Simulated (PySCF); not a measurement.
The numbers are results of TPSSh-D3(BJ)/def2-TZVP // B3LYP-D3(BJ)/def2-TZVP in PySCF, not measurements. Isolated molecules, 0 K electronic values unless said otherwise. Excitations are Tamm–Dancoff values on a coarser integration grid. The basis has no diffuse functions, so Rydberg states are missing or too high.

Reference species (SMILES): `[Al]([CH3])([CH3])[CH3]` (neutral, multiplicity 1).

The T1 excitation (TDA) comes out as 5.30 eV and the HOMO is -6.87 eV. The brightest of the four lowest singlets (TDA) comes out as 6.63 eV.

Changed species: `[CH3][Al]([CH3])[NH2]` (1 of 3 CH3 replaced by NH2; the reference has 0 of 3 CH3 replaced by NH2).

**Question.** What does the change do to the T1 excitation (TDA), HOMO and brightest of the four lowest singlets (TDA)?

**Answer.** the T1 excitation (TDA) rises by 0.05 eV, to 5.35 eV; the HOMO goes up by 0.45 eV, to -6.42 eV; the brightest of the four lowest singlets (TDA) rises by 0.05 eV, to 6.68 eV.
